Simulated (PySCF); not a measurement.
This PySCF input asks for the NMR shieldings of `CB([SiH2]C#C)C`, C$_{4}$H$_{9}$BSi; the geometry comes from GFN2-xTB.

```python
import basis_set_exchange as bse
import numpy as np
from pyscf import gto, dft
from pyscf.prop import nmr

atoms = """
C     3.278516   -0.956662    0.132927
C     2.403261   -0.146140   -0.017887
Si    1.009818    1.061685   -0.250811
B    -0.735818    0.150925   -0.308757
C    -0.835830   -1.353361   -0.762212
C    -2.050153    0.921142    0.092635
H     4.054312   -1.655434    0.268901
H     1.190112    2.039335    0.843425
H     1.351898    1.788798   -1.493264
H    -1.784450   -1.836419   -0.531502
H    -0.718233   -1.393125   -1.847939
H    -0.031195   -1.970926   -0.363239
H    -2.113949    0.924120    1.183657
H    -2.970312    0.464502   -0.269869
H    -2.052390    1.969548   -0.203631
"""
names = dict.fromkeys(["C", "Si", "B", "H"], "pcSseg-1")
basis = {el: gto.basis.parse(bse.get_basis(n, elements=[el], fmt="nwchem")) for el, n in names.items()}
mol = gto.M(atom=atoms, basis=basis, charge=0, verbose=0)
mf = dft.RKS(mol, xc="PBE0")
mf.grids.level = 2
mf.grids.alignment = dft.numint.BLKSIZE   # the property module wants whole blocks of grid points
mf.conv_tol = 1e-9
mf.kernel()

calc = nmr.RKS(mf)   # GIAO
C = mf.mo_coeff
Co = C[:, mf.mo_occ > 0]
resp = mf.gen_response(singlet=True, hermi=2)
def vind(x):   # induced exchange potential for any number of trial vectors
    d = np.einsum("pi,xij,qj->xpq", C, 2 * x.reshape(-1, C.shape[1], Co.shape[1]), Co, optimize=True)
    return np.einsum("xpq,pi,qj->xij", resp(d - d.transpose(0, 2, 1)), C, Co, optimize=True).ravel()
mo1, _ = nmr.rhf.solve_mo1(calc, with_cphf=vind)
sigma = calc.kernel(mo1)
for i, s in enumerate(sigma):   # ppm
    w = np.linalg.eigvalsh((s + s.T) / 2)
    print("%2d %-2s iso %8.1f  s11 %8.1f  s22 %8.1f  s33 %8.1f" % (i, mol.atom_pure_symbol(i), w.mean(), *w))
```

Q: Give the expected output.

A: 
```
 0 C  iso     83.7  s11     -1.8  s22     -0.2  s33    253.0
 1 C  iso     99.8  s11      0.8  s22      9.1  s33    289.4
 2 Si iso    450.4  s11    398.9  s22    463.6  s33    488.6
 3 B  iso     -7.9  s11    -80.1  s22    -74.1  s33    130.5
 4 C  iso    161.9  s11    132.8  s22    173.3  s33    179.6
 5 C  iso    162.7  s11    133.8  s22    171.7  s33    182.4
 6 H  iso     29.9  s11     24.6  s22     25.0  s33     40.0
 7 H  iso     27.4  s11     23.4  s22     26.7  s33     32.0
 8 H  iso     27.3  s11     23.8  s22     26.3  s33     31.8
 9 H  iso     30.0  s11     26.7  s22     29.2  s33     34.2
10 H  iso     30.6  s11     26.3  s22     29.8  s33     35.7
11 H  iso     29.4  s11     24.7  s22     29.5  s33     33.9
12 H  iso     30.7  s11     26.9  s22     29.4  s33     35.9
13 H  iso     30.0  s11     26.5  s22     29.3  s33     34.2
14 H  iso     30.0  s11     26.2  s22     29.5  s33     34.3
```

These numbers come from an equivalent density-fitted implementation of the same equations, which agrees with the script to about 0.01 ppm for H and up to a few tenths of a ppm for heavy atoms, so last digits may differ.

Size and cost of the density-fitted run: 154 basis functions, 45 s wall time on 1 thread of an Intel Xeon, shared host; peak memory 0.72 GiB.
